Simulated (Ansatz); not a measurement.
Mulliken charges of `[F][Zr]([F])([F])[SH]` from r2SCAN/def2-TZVPP in Ansatz (PBE0-D4/def2-TZVP geometry).

| atom | x (Å) | y (Å) | z (Å) | charge (e) |
| --- | --- | --- | --- | --- |
| F1 | -0.330 | -1.837 | 1.351 | -0.366 |
| Zr2 | 0.162 | -0.549 | 0.061 | 1.342 |
| F3 | 2.028 | -0.235 | 0.068 | -0.370 |
| F4 | -0.308 | -1.094 | -1.690 | -0.370 |
| S5 | -1.019 | 1.514 | 0.618 | -0.352 |
| H6 | -0.490 | 2.137 | -0.454 | 0.115 |

Question: By hand: the dipole of these point charges (1 e Å = 4.8032 D).

Answer: Σ q r = (0.004, 0.140, -0.082) e Å, of length 0.162 e Å = 0.78 D.

Question: How does the dipole of the full density compare? (An estimate is asked.)

Answer: The calculation gave: (0.034, 0.072, -0.090) e Å, 0.58 D; the point charges give 1.34 times that, at 26° from its direction.

Point charges leave out the atoms' own dipoles, such as those of lone pairs, and Mulliken's split depends on the basis, so the two needn't agree.
